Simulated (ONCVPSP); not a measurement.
## Ni, ONCV: configuration errors across variants

```json
{"Element": "Ni", "Generator": "ONCVPSP 4.0.1", "Type": "optimised norm-conserving Vanderbilt (ONCV)", "Functional": "BLYP", "Relativity": "fully relativistic", "Frozen core": "[Ar]", "Valence charge": "10", "Reference configuration": "3d8 4s1.5 (charge +0.5)", "Partial waves": "4s: rc 1.75 bohr, ncon 4, nbas 7, qcut 4.5 1/bohr, 3 projectors, debl 0.3 Ha; p scattering state at 0.08 Ha: rc 1.60 bohr, ncon 3, nbas 6, qcut 4.6 1/bohr, 1 projector; 3d: rc 1.60 bohr, ncon 4, nbas 9, qcut 10.3 1/bohr, 2 projectors, debl 2.9 Ha", "Local potential": "polynomial inside 1.10 bohr (lpopt 5, dvloc0 0 Ha)", "Core correction": "Teter function, fcfact 3.75, rcfact 1.7"}
```

Open shells are filled in proportion to 2j + 1.

In the s channel the program set the typed energies aside and used -0.342, 0.250, 0.550 Ha.

All-electron excitation energies from the reference (eV): (1) 3d8 4s2 -3.712; (2) 3d8 4s1 5.637; (3) 3d8 4s0 23.185; (4) 3d7 4s2 12.312.

1 further variants failed, have other tests or too few solved ones, and are left out.

A true bound ghost makes a file unfit for plane-wave use even where its test errors are small: the radial tests pick states by their node count and pass the ghost by.

Errors AE − PS in meV (a dash: test not solved or not reliable):

```csv
change,(1),(2),(3),(4),bound ghosts,GHOST(+) flags above zero
base,-1.0,-1.8,-28,-105,s,"s, p3/2, p1/2"
"local potential polynomial inside 1.10 bohr (lpopt 5, dvloc0 -2.5 Ha)",-1.0,-1.8,-28,-105,s,"s, p1/2"
"local potential polynomial inside 1.10 bohr (lpopt 5, dvloc0 -0.5 Ha)",-1.0,-1.8,-28,-105,s,"s, p3/2, p1/2"
"local potential polynomial inside 1.10 bohr (lpopt 5, dvloc0 0.5 Ha)",-1.0,-1.8,-28,-105,s,s
"local potential polynomial inside 1.10 bohr (lpopt 5, dvloc0 2 Ha)",-1.0,-1.8,-28,-105,s,"s, p1/2"
"local potential polynomial inside 1.10 bohr (lpopt 5, dvloc0 4 Ha)",-1.0,-1.8,-28,-105,s,none
"local potential polynomial inside 1.10 bohr (lpopt 5, dvloc0 4.5 Ha)",-1.0,-1.8,-28,-105,s,none
"local potential polynomial inside 1.10 bohr (lpopt 5, dvloc0 9 Ha)",-1.0,-1.9,-28,–,s,s
```

(1) Give the same row for: local potential polynomial inside 1.10 bohr (lpopt 5, dvloc0 6 Ha).

## Answers

(1) -1.0, -1.8, -28, -106; bound ghosts: s; GHOST(+) flags above zero: none.
